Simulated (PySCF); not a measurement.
An unknown shows these calculated signals:

1H NMR (400 MHz, computed): δ 8.29 (m, 1H), 5.45 (m, 1H), 5.19 (m, 1H), 5.02 (m, 1H), 1.81 (m, 1H), 1.58 (m, 1H).

13C{1H} NMR (computed): δ 170.6 (CH), 118.3 (C), 97.0 (CH), 23.8 (CH2).

Calculated, not measured (PySCF): NMR shieldings at PBE0/pcSseg-1/GIAO, geometry from GFN2-xTB. No solvent model, non-relativistic, a single conformation.

Referencing at the same level of theory: 1H (31.72 ppm), 13C (186.93 ppm) against TMS.

Task: Which of these does the molecule contain: a Si–CH3 group, a vinyl group CH=CH2, an ester, a Si–H bond, a benzene ring?

Result: 
- A Si–CH3 group: no.
- A vinyl group CH=CH2: no.
- An ester: yes (δC 170.6; δH 8.29 (m)).
- A Si–H bond: yes (δH 5.19 (m), 5.02 (m)).
- A benzene ring: no.

The data belong to `O=CO[C@@]1(F)[SiH2]C[C@H]1F`, C4H6F2O2Si; they needn't prove each group on their own.

Carbon signals by region: 1 in the far downfield region (above 160 ppm), 1 in the sp2 and nitrile region (100–160 ppm), 1 at 50–100 ppm, 1 below 50 ppm. Above 160 ppm: 170.6, ester carbonyl carbon.

Splittings by 19F in the carbon and heteronuclear signals aren't shown, as no couplings were computed. Shifts are as computed. Against solution values, carbons near 30 ppm lie about +3 ppm off and those near 130 ppm about +5 ppm. Of 1309 compounds with measured shifts, 239 miss one by over three times the rms of a fit or turn the order of signals round; such compounds aren't used in these exercises. Multiplicities follow the n + 1 count of equivalent neighbours, as no J values were calculated; m marks all less simple cases, F and P coupling included.
